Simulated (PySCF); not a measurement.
H2O2Si, SMILES O[Si]O (connectivity only; charge and spin as stated), neutral, multiplicity 1.

The structure is a stationary point at B3LYP-D3(BJ)/def2-TZVP. The values are those of a single conformer.

All values below come from PySCF 2.14.0 with TDA-ωB97X/def2-SVPD.

Vertical excitations.  State labels are in the subgroup Cs.

Computed excitation energies, oscillator strengths and character:
```csv
state,symmetry,energy (eV),λ (nm),f,main pairs
S1,A",5.47,227,0.199,HOMO→LUMO 96 %
S2,A',6.90,180,0.220,HOMO→LUMO+1 80 %
S3,A',7.52,165,0.130,"HOMO→LUMO+2 61 %, HOMO→LUMO+1 14 %, HOMO−1→LUMO 11 %"
S4,A',7.96,156,0.278,"HOMO→LUMO+3 59 %, HOMO−1→LUMO 29 %"
S5,A",8.13,153,0.004,HOMO−2→LUMO 95 %
S6,A',8.17,152,0.277,"HOMO−1→LUMO 46 %, HOMO→LUMO+3 31 %, HOMO→LUMO+2 18 %"
S7,A',8.84,140,0.072,"HOMO→LUMO+5 66 %, HOMO−3→LUMO 17 %"
S8,A",8.91,139,0.035,"HOMO−1→LUMO+1 76 %, HOMO−3→LUMO+1 16 %"
S9,A",9.12,136,0.003,HOMO−1→LUMO+2 77 %
S10,A',9.17,135,0.022,HOMO→LUMO+4 77 %
T1,A",3.23,384,0,HOMO→LUMO 96 %
T2,A',5.52,225,0,"HOMO→LUMO+1 57 %, HOMO→LUMO+2 23 %, HOMO→LUMO+4 11 %"
T3,A',6.72,185,0,HOMO−1→LUMO 95 %
T4,A',6.75,184,0,"HOMO→LUMO+2 52 %, HOMO→LUMO+1 23 %, HOMO→LUMO+5 13 %"
```
Triplets are in the Tamm–Dancoff approximation.
